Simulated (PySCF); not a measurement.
# Correlation energy of Cl (chlorine, neutral)

[Ne] 3s2 3p5, 2P determinant. Calculation: PySCF 2.14, in dyall-av3z; the spin-free X2C one-electron Hamiltonian (Gaussian nucleus). Frozen: [Ne]; 7 electrons correlated; the 26 highest virtual orbitals of each spin left out.

| level | correlation energy (mhartree) |
| --- | --- |
| CCSD | -186.18 |
| (T) | -6.23 |
| CCSD(T) | -192.41 |

Diagnostics: T1 = 0.0071, D1 = 0.0234, largest double amplitude 0.037.

Is a single reference adequate?

Yes: T1 lies below 0.03 and no double amplitude reaches 0.07.
